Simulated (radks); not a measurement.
All-electron atom: H in 2s1 (not the ground configuration).

Method: scalar-relativistic Kohn-Sham, BLYP, spin-polarised, spherical densities, point nucleus; open shells are filled with parallel spins first; computed with a radial shooting solver on a logarithmic mesh with Libxc functionals.

Energy parts (Ry):
| part | energy |
|---|---|
| total | -0.26851 |
| kinetic | 0.26856 |
| electron-nucleus | -0.51822 |
| Hartree | 0.16195 |
| exchange-correlation | -0.18080 |

Orbitals (lengths in bohr, moments of r in powers of bohr; r(90%) holds 90 % of the orbital's charge):
orbital  occ.  eigenvalue (Ry)  r(90%)
1s up       0         -0.95594    2.34
2s up       1         -0.15229    8.41
2p up       0         -0.12073    8.33

The highest occupied level is 2s up at -2.072 eV. The configuration is held as typed, so some empty levels lie below it. Summed over all electrons, <r^2> = 36.01 bohr^2, which gives a Langevin (diamagnetic) susceptibility term of -28.5 x 10^-6 cm^3/mol.
